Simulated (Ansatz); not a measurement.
Species: C5H9B, SMILES `B/C=C(/C)C=C` (charge 0, multiplicity 1).

Give a relaxed geometry from Ansatz (a quantum-chemistry and plane-wave program) with CAM-B3LYP-D3(BJ)/def2-TZVP.

This is not unique; one that fits is the end point of this relaxation, one of several conformers (outside a Z-matrix the atoms follow the SMILES, hydrogens last).
Z-matrix (Å, degrees):
```
C
C 1 1.3546
H 2 1.0869 1 114.92
C 1 1.4624 2 122.11 3 -179.97
C 4 1.3280 1 124.91 2 179.97
H 4 1.0805 5 119.01 1 179.99
H 5 1.0813 4 120.78 6 0.03
H 5 1.0815 7 116.54 4 -179.96
C 1 1.4978 2 120.54 3 0.03
H 9 1.0870 1 110.93 2 0.16
H 9 1.0916 10 108.55 1 -122.05
H 9 1.0916 10 108.54 11 -115.95
B 2 1.5239 3 117.78 1 -179.92
H 13 1.1912 2 122.87 3 179.87
H 13 1.1925 14 117.67 6 -179.78
```
